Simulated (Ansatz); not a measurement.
AlGaAs₂. The state is a singlet with charge 0. Geometry r2SCAN-D4/def2-SVP; atoms count from 1.

```tsv
atom	x (Å)	y (Å)	z (Å)
Al1	0.054	0.896	2.191
Ga2	-0.048	-0.896	-2.213
As3	0.899	-0.660	0.259
As4	-0.905	0.660	-0.236
```

The structure comes from a short search, and lower isomers may exist.

Estimate the Mulliken populations from the PBE0/def2-TZVP orbitals of Ansatz.


| atom | charge (e) |
| --- | --- |
| Al1 | 0.13 |
| Ga2 | 0.23 |
| As3 | -0.18 |
| As4 | -0.18 |
Mulliken values depend strongly on the basis.

And the Mayer bond orders between heavy atoms (over 0.3)?

Al1–As3 0.67 (2.62 Å); Al1–As4 0.67 (2.62 Å); Ga2–As3 0.58 (2.66 Å); Ga2–As4 0.58 (2.66 Å); As3–As4 1.74 (2.29 Å).
